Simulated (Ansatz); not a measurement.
Clusters of 4 atoms, halide: PBE0-D4/def2-TZVP single points in Ansatz on relaxed structures, gas phase. Each cluster is the lowest isomer that a short search found in that spin, judged at the geometry's level, and lower ones may exist. Core potentials for Ag, Au, Rb, no spin–orbit coupling. HOMO and LUMO are taken over both spins. Binding counts from free atoms in the multiplicity of their measured ground term, without zero-point energy. Singlets are spin-restricted. The spins of the ions were chosen, not always searched. A dash marks a value that wasn't run or was left out as unsound. The structures are stationary points that may keep the symmetry of their start. Remarks come from the PBE and PBE0 runs and from stability tests at other levels; not every state was tested. HOMO above LUMO (over both spins in singlets and doublets, within one spin in higher multiplets; at PBE or PBE0), or a gap under 0.15 eV within one spin, warns that the state may not be the lowest or that an electron is smeared out.

```tsv
species	atoms	state	geometry	HOMO (eV)	LUMO (eV)	gap (eV)	vertical IE (eV)	binding per atom (eV)	lowest of the spins relaxed	point group (within 0.1 Å)	remarks
Li2Br2	4	singlet	PBE0-D4/def2-TZVP	-7.63	-0.88	6.75	9.67	2.65	singlet, of singlet/triplet	D2h	–
Cu2F2	4	singlet	PBE-D4/def2-SVP	-7.26	-3.71	3.55	9.41	2.40	singlet, of singlet/triplet/quintet	Cs	gap within one spin near zero at PBE or PBE0 (+1 doublet)
Rb2Cl2	4	singlet	B3LYP-D4/def2-TZVP	-6.51	-0.78	5.73	8.44	2.53	singlet, of singlet/triplet	D2h	gap within one spin near zero at PBE or PBE0 (+1 doublet)
Cu2Cl2	4	singlet	r2SCAN-D4/def2-SVP	-7.17	-1.94	5.22	9.24	2.37	singlet, of singlet/triplet/quintet	D2h	–
AlCl3	4	singlet	B3LYP-D4/def2-TZVP	-9.38	-1.33	8.05	11.43	3.34	singlet, of singlet/triplet/quintet	D3h	–
Ag2Cl2⁺	4	doublet	r2SCAN-D4/def2-SVP	-13.56	-10.98	2.58	–	–	doublet, of doublet/quartet	D2h	–
```

(1) Estimate the rows for Au2F2 (singlet, PBE0-D4/def2-TZVP geometry); TiF3 (doublet; oxidised ion singlet, PBE0-D4/def2-TZVP geometry); ScF3 (singlet, PBE0-D4/def2-TZVP geometry).

(1) 
```tsv
species	atoms	state	geometry	HOMO (eV)	LUMO (eV)	gap (eV)	vertical IE (eV)	binding per atom (eV)	lowest of the spins relaxed	point group (within 0.1 Å)	remarks
Au2F2	4	singlet	PBE0-D4/def2-TZVP	-8.38	-4.96	3.42	10.55	1.86	singlet, of singlet/triplet/quintet	C2v	gap within one spin near zero at PBE or PBE0 (+1 doublet)
TiF3	4	doublet; oxidised ion singlet	PBE0-D4/def2-TZVP	-7.29	-2.57	4.71	9.81	4.65	doublet, of doublet/quartet	D3h	–
ScF3	4	singlet	PBE0-D4/def2-TZVP	-11.20	-2.63	8.57	13.72	4.83	singlet, of singlet/triplet	D3h	gap within one spin near zero at PBE or PBE0 (+1 doublet), HOMO above LUMO (+1 doublet), gap within one spin near zero at PBE or PBE0 (quintet)
```

The gap (eV) runs from 2.58 (Ag2Cl2⁺) to 8.57 (ScF3). The vertical IE (eV) runs from 8.44 (Rb2Cl2) to 13.72 (ScF3).
